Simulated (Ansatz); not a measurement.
Consider the formal exchange of groups at the In–Ge bond: `[CH3][In]([F])[GeH3]` + `N#COCN` → `[CH3][In]([F])[C]#N` + `NC[O][GeH3]`.

Calculated with Ansatz (gas phase, PBE0-D4/def2-TZVP geometries, no zero-point term in ΔE). CCSD(T)/CBS is the MP2 limit (def2-TZVPP, def2-QZVPP) plus CCSD(T) − MP2 in def2-TZVPP, frozen cores. DFT in def2-TZVPP. B3LYP here is the variant with VWN-RPA as its local correlation; programs differ in this. Elements past krypton have def2 core potentials. For Ge, In outer-core shells are correlated without core-valence functions, which leaves a few kJ/mol of doubt a bond. Scalar relativity is left out up to krypton. Each species was taken in one conformer, which may not be the lowest.

```tsv
species	B3LYP energy (Eh)
`[CH3][In]([F])[GeH3]`	-2408.91971
`N#COCN`	-263.41918
`[CH3][In]([F])[C]#N`	-422.93303
`NC[O][GeH3]`	-2249.42325
```

(1) Work out ΔE.

Largest T1 diagnostic among the species: 0.015.

Results:

(1) ΔE = (-422.93303) + (-2249.42325) − (-2408.91971) − (-263.41918) = -0.01739 Eh = -10.9 kcal/mol. CCSD(T)/CBS gives -17.2 kcal/mol.

In def2-TZVPP, CCSD(T) changes the Hartree–Fock value by +1.5 kcal/mol (the triples alone add +0.4 kcal/mol) and MP2 by +1.1 kcal/mol. From PBE to PBE0 (25 % exact exchange), in def2-TZVPP and without D4, ΔE moves by −2.6 kcal/mol.
